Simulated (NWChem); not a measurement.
System: CH4F2Sn; SMILES [CH3][SnH]([F])[F]

Input file for NWChem:

```
start job
memory heap 200 mb stack 900 mb global 1100 mb
geometry units angstroms noautoz
  Sn     0.000991    -0.061042     0.198873
  C     -0.026346     1.927112    -0.546153
  F     -1.496246    -1.002300    -0.588098
  F      1.529350    -0.957746    -0.580478
  H      0.003785    -0.467868     1.856059
  H     -0.842787     2.492566    -0.077178
  H      0.934736     2.414095    -0.332984
  H     -0.185216     1.879902    -1.631849
end
basis spherical
  * library def2-svp
end
ecp
  Sn library def2-ecp
end
dft
  xc pbe0
  iterations 150
  vectors input atomic output neutral.movecs
end
task dft energy
charge 1
dft
  odft
  mult 2
  vectors input atomic output cation.movecs
end
task dft energy
```

Parts of the log:

```
             Northwest Computational Chemistry Package (NWChem) 7.3.0
             --------------------------------------------------------

 C1  symmetry detected

                             Geometry "geometry" -> ""
                             -------------------------

 Output coordinates in angstroms (scale by  1.889725989 to convert to a.u.)

  No.       Tag          Charge          X              Y              Z
 ---- ---------------- ---------- -------------- -------------- --------------
    1 Sn                  50.0000    -0.00002828    -0.01680468     0.25130468
    2 C                    6.0000     0.00049016     1.94617083    -0.55819780
    3 F                    9.0000    -1.51317054    -0.96061945    -0.50143883
    4 F                    9.0000     1.51276300    -0.96133446    -0.50147239
    5 H                    1.0000     0.00088367    -0.36934479     1.92088405
    6 H                    1.0000    -0.80620795     2.53883501    -0.10626970
    7 H                    1.0000     0.96928752     2.42534456    -0.36301507
    8 H                    1.0000    -0.16182224     1.86595927    -1.64144526

 Effective nuclear repulsion energy (a.u.)     419.3350425400

                                 NWChem DFT Module
                                 -----------------

 Summary of "ao basis" -> "ao basis" (spherical)
 ------------------------------------------------------------------------------
       Tag                 Description            Shells   Functions and Types
 ---------------- ------------------------------  ------  ---------------------
 Sn                         def2-svp                10       26   4s4p2d
 C                          def2-svp                 6       14   3s2p1d
 F                          def2-svp                 6       14   3s2p1d
 H                          def2-svp                 3        5   2s1p

            General Information
            -------------------
          SCF calculation type: DFT
          Wavefunction type:  closed shell.
          No. of atoms     :     8
          No. of electrons :    50
           Alpha electrons :    25
            Beta electrons :    25
          Charge           :     0
          Spin multiplicity:     1
          Use of symmetry is: off; symmetry adaption is: off
          Maximum number of iterations: 150
          AO basis - number of functions:    88
                     number of shells:    40
          Convergence on energy requested:  1.00D-06
          Convergence on density requested:  1.00D-05
          Convergence on gradient requested:  5.00D-04

              XC Information
              --------------
                         PBE0 Method XC Functional
                     Hartree-Fock (Exact) Exchange  0.250
          PerdewBurkeErnzerhof Exchange Functional  0.750
            Perdew 1991 LDA Correlation Functional  1.000 local
           PerdewBurkeErnz. Correlation Functional  1.000 non-local

             Grid Information
             ----------------
          Grid used for XC integration:  medium
          Radial quadrature: Mura-Knowles
          Angular quadrature: Lebedev.
          Tag              B.-S. Rad. Rad. Pts. Rad. Cut. Ang. Pts.
          ---              ---------- --------- --------- ---------
          Sn                  1.45      123           9.0       590
          C                   0.70       49          10.0       434
          F                   0.50       49          11.0       434
          H                   0.35       45          11.0       434
          Grid pruning is: on
          Number of quadrature shells:   450
          Spatial weights used:  Erf1

      Superposition of Atomic Density Guess
      -------------------------------------

 Sum of atomic energies:        -487.30269230

      Non-variational initial energy
      ------------------------------

 Total energy =    -452.163472
 1-e energy   =   -1133.842400
 2-e energy   =     467.185456
 HOMO         =      -0.360419
 LUMO         =      -0.005540

   convergence    iter        energy       DeltaE   RMS-Dens  Diis-err
 ---------------- ----- ----------------- --------- --------- ---------
 d= 0,ls=0.0,diis     1   -453.9900822958 -6.68D+02  2.32D-02  9.97D-01
 d= 0,ls=0.0,diis     2   -453.7798924049  2.10D-01  1.28D-02  3.72D+00
 d= 0,ls=0.0,diis     3   -454.1146719995 -3.35D-01  1.01D-03  4.55D-03
 d= 0,ls=0.0,diis     4   -454.1148429130 -1.71D-04  5.15D-04  2.82D-03
 d= 0,ls=0.0,diis     5   -454.1152082899 -3.65D-04  9.54D-05  1.40D-04
  Resetting Diis
 d= 0,ls=0.0,diis     6   -454.1152263676 -1.81D-05  2.10D-05  3.15D-06
 d= 0,ls=0.0,diis     7   -454.1152267240 -3.56D-07  6.59D-06  1.21D-07

         Total DFT energy =     -454.115226724023
      One electron energy =    -1136.726698851674
           Coulomb energy =      513.855184725538
    Exchange-Corr. energy =      -45.737184063493
 Nuclear repulsion energy =      214.493471465605

 Numeric. integr. density =       50.000002538256

                       DFT Final Molecular Orbital Analysis
                       ------------------------------------

 Vector   23  Occ=2.000000D+00  E=-3.751517D-01
              MO Center=  6.4D-04, -9.4D-01, -4.8D-01, r^2= 2.8D+00
   Bfn.  Coefficient  Atom+Function         Bfn.  Coefficient  Atom+Function
  ----- ------------  ---------------      ----- ------------  ---------------
    44      0.389755  3 F  px                58      0.391119  4 F  px
    47     -0.282052  3 F  px                61     -0.283030  4 F  px
    45     -0.209761  3 F  py                59      0.208906  4 F  py
    48      0.153091  3 F  py                62     -0.152613  4 F  py
    46     -0.151132  3 F  pz                60      0.149223  4 F  pz

[...]
```

Level: PBE0/def2-SVP with def2 effective core potentials on Sn, vertical spin-unrestricted ions. Coordinates come from a PBE0/def2-SVP optimisation. No frequency run checked for a minimum. def2 effective core potentials on Sn; no spin-orbit coupling.
